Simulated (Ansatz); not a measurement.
An input meant for BH2(iPr) (C₃H₉B) (charge 0, triplet).

```yaml
crystal:
  periodic: [false, false, false]
  atoms:
    - {symbol: B, position_ang: [2.599294, 2.502449, -0.155779]}
    - {symbol: H, position_ang: [3.909527, 3.235424, 2.046540]}
    - {symbol: H, position_ang: [3.155736, 3.739477, -2.450204]}
    - {symbol: C, position_ang: [0.525872, -0.206915, -0.111190]}
    - {symbol: C, position_ang: [-1.680799, -0.524306, -2.635624]}
    - {symbol: C, position_ang: [-0.760322, -1.138666, 2.858727]}
    - {symbol: H, position_ang: [2.427627, -1.735564, -0.600563]}
    - {symbol: H, position_ang: [-0.683629, 0.011883, -4.775906]}
    - {symbol: H, position_ang: [-3.554481, 0.983467, -2.312899]}
    - {symbol: H, position_ang: [-2.589049, -2.770793, -2.766252]}
    - {symbol: H, position_ang: [-1.658034, -3.392081, 2.788657]}
    - {symbol: H, position_ang: [0.891179, -1.039051, 4.626621]}
    - {symbol: H, position_ang: [-2.582921, 0.334654, 3.487851]}
basis:
  gaussian: {orbitals: "6-31G*", final_grid: {core_spheres: 8, valence_spheres: 7, degree: 23}}
magnetization: {spin_polarized: true, initial_magnetization: 2}
hamiltonian: {xc: {name: PBEsol}, dispersion: d3bjatm}
output: {forces: true}
```

```sh
$ ansatz run in.yaml --threads 4 --pin off --events-out ev --progress --plain --max-ram 3916MiB
```

Output, abridged:

```
Functional definition: PBEsol
1046 factors; their error is unknown
mean field evaluation 1: about -3851.6360 eV, gradient 2.1e1 eV
mean field evaluation 2: about -3492.1949 eV, gradient 1.5e2 eV
mean field evaluation 4: about -3577.9452 eV, gradient 1.4e2 eV
mean field evaluation 8: about -3858.5062 eV, gradient 2.2e0 eV
mean field evaluation 16: about -3858.9543 eV, gradient 2.2e-1 eV
mean field evaluation 32: about -3858.9817 eV, gradient 2.8e-4 eV
mean field evaluation 64: about -3856.9943 eV, gradient 1.2e1 eV
mean field evaluation 96: about -3858.7627 eV, gradient 2.1e0 eV
mean field evaluation 128: about -3858.1555 eV, gradient 9.9e0 eV
mean field evaluation 160: about -3859.4291 eV, gradient 3.0e-2 eV
mean field evaluation 192: about -3858.4858 eV, gradient 2.3e0 eV
mean field evaluation 224: about -3859.2334 eV, gradient 6.4e-1 eV
mean field evaluation 256: about -3859.3618 eV, gradient 2.9e-1 eV
mean field -3859.43378157 eV, -141.8315754546 hartree, gradient 2.9e-6 eV, S^2 6.584274; 12 other end points of the search recorded, 0 dependent functions left out
reference -3859.43385640 eV, -141.8315782045 hartree; 17, 15 occupied and 61, 63 virtual orbitals, 1046 factors
Total energy: -3859.51440688 eV, -141.8345383800 hartree
Atom 0 at     2.599294     2.502449    -0.155779 Å, force    -0.011383    -0.100218    -0.121495 eV/Å
Atom 1 at     3.909527     3.235424     2.046540 Å, force    -0.293188    -0.173117    -0.493468 eV/Å
Atom 2 at     3.155736     3.739477    -2.450204 Å, force    -0.152090    -0.322577     0.625091 eV/Å
Atom 3 at     0.525872    -0.206915    -0.111190 Å, force     0.760035    -0.180029     0.089472 eV/Å
Atom 4 at    -1.680799    -0.524306    -2.635624 Å, force    -0.810399    -0.155741    -0.289507 eV/Å
Atom 5 at    -0.760322    -1.138666     2.858727 Å, force    -0.333198    -0.163736     0.495131 eV/Å
Atom 6 at     2.427627    -1.735564    -0.600563 Å, force    -0.676626     0.563701     0.167582 eV/Å
Atom 7 at    -0.683629     0.011883    -4.775906 Å, force    -0.295830    -0.159133     0.615430 eV/Å
Atom 8 at    -3.554481     0.983467    -2.312899 Å, force     0.878695    -0.723330    -0.161608 eV/Å
Atom 9 at    -2.589049    -2.770793    -2.766252 Å, force     0.416558     1.067900     0.055155 eV/Å
Atom 10 at    -1.658034    -3.392081     2.788657 Å, force     0.390271     0.981968     0.007101 eV/Å
Atom 11 at     0.891179    -1.039051     4.626621 Å, force    -0.656623    -0.008877    -0.734872 eV/Å
Atom 12 at    -2.582921     0.334654     3.487851 Å, force     0.783778    -0.626811    -0.254014 eV/Å
Dipole moment:     0.604499     0.640649    -0.457019 e Å
```

Question: Something in this input is off. What?

Answer: The geometry is stretched to more than twice its size. The run converged. The result belongs to that input, not to the species as meant. The charge 0 triplet is spin-contaminated (final ⟨S²⟩ up to 6.58, 2.00 for a pure state).
